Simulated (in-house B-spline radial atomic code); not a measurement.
Mo is squeezed into an impenetrable sphere of radius R (the orbitals vanish at R). Caution: exact exchange at fractional occupations of open shells leaves self-interaction of up to several eV. All numbers are computed (non-relativistic PBE0, spin-polarised, spherical fractional occupations; point nucleus) with a B-spline radial code for spherical atoms, not measured.

Energies in eV above the free atom in [Kr] 4d5 5s1:

```csv
R (bohr),highest level (eV),[Kr] 4d5 5s1,[Kr] 4d5 5p1,[Ar] 3d10 4s2 4p5 4d5 4f1 5s1,-dE/dV in [Kr] 4d5 5s1 (GPa)
9.8,-4.76,0.02187,3.569,44.06,0.0209
6.13,-3.57,1.066,5.84,50.57,2.66
4.67,0.245,5.641,12.29,60.16,26.9
4.37,2.08,8.154,15.49,64.15,45.9
3.9,6.64,14.94,23.74,73.79,113
3.23,20.5,38.71,50.83,103.5,488
2.5,64.6,133.6,151.8,209.7,3490
2.07,134,321.2,344.1,408.2,14100
1.6,324,984.7,1012,1085,86100
1.22,752,2891,2913,2977,521000
```

(1) Does [Kr] 4d5 5p1 fall below [Kr] 4d5 5s1 under compression?

(2) Does [Ar] 3d10 4s2 4p5 4d5 4f1 5s1 fall below [Kr] 4d5 5s1 under compression?

The highest level is first positive in the row R = 4.67 bohr, pushed up by confinement above the zero of the free ion's potential. Each configuration is held fixed and needn't be the lowest in the sphere.

Results:

(1) No, it stays above over the whole range.

(2) No, it stays above over the whole range.
